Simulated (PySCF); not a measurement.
Mapped SMILES: `[CH3:1]/[CH:2]=[C:3](\[Cl:4])[C:5](=[O:6])[O:7][CH3:8]`. Hydrogens are named by the atom that carries them.

Geometry: GFN2-xTB; GIAO shifts from PySCF 2.14.0 with density-fitted response routines, gas phase, non-relativistic, averaged over equivalent atoms.

At WP04/pcseg-1 (151 basis functions, 56 s wall time on 1 thread of an Intel Xeon, shared host):
```
atoms  δ (ppm)
   C5    165.5
   C2    144.7
   C3    140.2
   C8     56.2
   C1     19.3
   O6    365.1
   O7    181.4
H(C2)     7.21
H(C8)     3.90
H(C1)     2.15
```

Scale: TMS for 13C (186.65 ppm), 1H (32.09 ppm); 17O (325.42 ppm) against H2O (reference shieldings calculated alike).

Problem. Predict the values at BP86/IGLO-II on the same geometry.

Solution. 
| atoms | δ at BP86/IGLO-II | change |
| --- | --- | --- |
| C5 | 164.0 | -1.5 |
| C2 | 141.7 | -3.0 |
| C3 | 135.4 | -4.8 |
| C8 | 54.8 | -1.4 |
| C1 | 18.5 | -0.8 |
| O6 | 386.2 | +21.1 |
| O7 | 200.4 | +19.0 |
| H(C2) | 7.44 | +0.23 |
| H(C8) | 3.91 | +0.01 |
| H(C1) | 2.12 | -0.03 |

Shifts are taken against calculated references (same method and geometry level): 13C (σ = 184.27 ppm), 1H (σ = 32.11 ppm) vs TMS; 17O (σ = 333.76 ppm) against H2O.

The largest change is at O6 (ester carbonyl oxygen). Cost: 231 basis functions, 110 s wall time on 1 thread of an Intel Xeon, shared host. The order of the carbon signals is the same at both levels.

Carbons that carry Cl, above all several Cl atoms, come out too deshielded, partly because spin–orbit coupling is missing. Unscaled 17O shifts of doubly bonded oxygen tend to come out too high, by tens of ppm or more. Experimental scales use liquid or dissolved standards, which lie at an offset from isolated H2O (liquid H2O: subtract about 36 ppm).
